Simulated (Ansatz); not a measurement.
Frontier orbitals of CH7NOSi (`CN[SiH2]O`).

Charge 0, multiplicity 1. All single points use the PBE0-D4/def2-TZVP geometry. It is one conformer, not always the lowest. Basis def2-TZVPP, the Gaussian-basis code of Ansatz.

```tsv
functional	HOMO (eV)	LUMO (eV)	gap (eV)
LDA (SPW92)	-5.73	-0.42	5.31
PBE	-5.60	-0.23	5.37
revPBE	-5.54	-0.13	5.41
B97M-V	-6.01	-0.04	5.97
PBE0	-6.98	0.62	7.60
B3LYP	-6.75	0.30	7.05
r2SCAN0	-7.17	0.99	8.16
BHLYP	-8.30	1.29	9.59
LC-ωPBE	-9.79	2.71	12.50
ωB97M-V	-9.35	2.09	11.44
```

A quarter of exact exchange (PBE0) shifts PBE's HOMO by −1.39 eV and its LUMO by +0.84 eV; full exchange at long range (ωB97M-V) shifts them by −3.76 and +2.32 eV. The gap opens from 5.37 to 11.44 eV, since occupied levels lose self-interaction and empty ones feel all the electrons. A positive LUMO is unbound and depends on the basis.

B3LYP here is the variant with VWN-RPA as its local correlation; programs differ in this. LC-ωPBE has ω = 0.4 bohr⁻¹.
